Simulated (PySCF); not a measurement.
# ScSBr: bending curve

Method: PBE0/[Sc def2-TZVP, S def2-TZVP, Br def2-TZVP], no relativity, density fitting, PySCF.

Rigid scan from the singlet minimum (Sc–Br 2.472 Å, Sc–S 2.137 Å; Br–Sc–S 127.8°). Coordinate: the S–Sc–Br angle, bonds fixed. Energies in kJ/mol from the minimum.

Task: Predict the curve at 80, 90, 100, 110, 120, 130, 140, 150, 160, 170, 180.

Result: 
```csv
bond angle (°),E (kJ/mol),dipole size (D)
80,102.1,8.22
90,51.6,7.89
100,23.4,7.47
110,8.2,6.97
120,1.4,6.38
130,0.1,5.68
140,2.4,4.87
150,6.7,3.97
160,11.1,3.03
170,14.5,2.21
180,15.8,1.83
```

With the bonds held, the linear shape lies 15.8 kJ/mol from the minimum.
